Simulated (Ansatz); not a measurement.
FGaH2SSe (`[F][Ga]([SH])[SeH]`), 6 atoms. Total charge 0; spin multiplicity 1. Correlated methods include outer-core shells of Ga, Se, which these sets cover unevenly. Scalar relativity is left out up to krypton. Hardware: A = 2 threads of an AMD EPYC 7R13 on a shared host; B = 2 threads of an AMD EPYC 7R13 on a shared host and a share of an NVIDIA H100 80 GB. Correlated methods freeze the cores. Open-shell runs search over several starts.

Q: Give the basis size and wall time and peak host memory of each of these runs in Ansatz. RKS HSE06 (plane-wave form)-D4/def2-TZVPP energy [A]; UHF-CCSD(T)/def2-TZVPP energy of the cation [B]; RHF-CCSD(T)/def2-SVP energy [A]; RKS PBE0-D4/def2-SVP energy [A]; UKS B2PLYP (frozen core)/def2-TZVPP energy of the cation [A]; UKS PBE-D4/def2-TZVPP energy of the cation [A]; UKS PBE0-D4/def2-TZVPP energy of the cation [A]; RKS ωB97X-V/def2-TZVPP energy [A]; direct RPA on PBE orbitals/def2-TZVPP energy [A]; UKS r2SCAN-D4/def2-TZVPP energy of the cation [A]; UKS B3LYP-D4/def2-TZVPP energy of the cation [A]; RHF-CCSD(T)/def2-TZVPP energy [B]. (Estimate.)

A: Computed: Other jobs shared the machine, so times are rough.

```json
{"level": "RKS PBE0-D4/def2-SVP", "job": "energy [A]", "functions": "106", "wall time": "1.7 s", "peak host memory (GiB)": "0.28"}
{"level": "RKS HSE06 (plane-wave form)-D4/def2-TZVPP", "job": "energy [A]", "functions": "197", "wall time": "4.4 s", "peak host memory (GiB)": "0.73"}
{"level": "direct RPA on PBE orbitals/def2-TZVPP", "job": "energy [A]", "functions": "197", "wall time": "4.6 s", "peak host memory (GiB)": "0.42"}
{"level": "RHF-CCSD(T)/def2-TZVPP", "job": "energy [B]", "functions": "197", "wall time": "5.5 s", "peak host memory (GiB)": "0.79"}
{"level": "RHF-CCSD(T)/def2-SVP", "job": "energy [A]", "functions": "106", "wall time": "8.5 s", "peak host memory (GiB)": "0.45"}
{"level": "UKS PBE-D4/def2-TZVPP", "job": "energy of the cation [A]", "functions": "197", "wall time": "9 s", "peak host memory (GiB)": "0.38"}
{"level": "UHF-CCSD(T)/def2-TZVPP", "job": "energy of the cation [B]", "functions": "197", "wall time": "9.5 s", "peak host memory (GiB)": "0.83"}
{"level": "RKS ωB97X-V/def2-TZVPP", "job": "energy [A]", "functions": "197", "wall time": "9.5 s", "peak host memory (GiB)": "0.82"}
{"level": "UKS PBE0-D4/def2-TZVPP", "job": "energy of the cation [A]", "functions": "197", "wall time": "11 s", "peak host memory (GiB)": "0.93"}
{"level": "UKS B3LYP-D4/def2-TZVPP", "job": "energy of the cation [A]", "functions": "197", "wall time": "18 s", "peak host memory (GiB)": "0.93"}
{"level": "UKS r2SCAN-D4/def2-TZVPP", "job": "energy of the cation [A]", "functions": "197", "wall time": "21 s", "peak host memory (GiB)": "0.6"}
{"level": "UKS B2PLYP (frozen core)/def2-TZVPP", "job": "energy of the cation [A]", "functions": "197", "wall time": "27 s", "peak host memory (GiB)": "0.93"}
```

B3LYP here is the variant with VWN-RPA as its local correlation; programs differ in this.
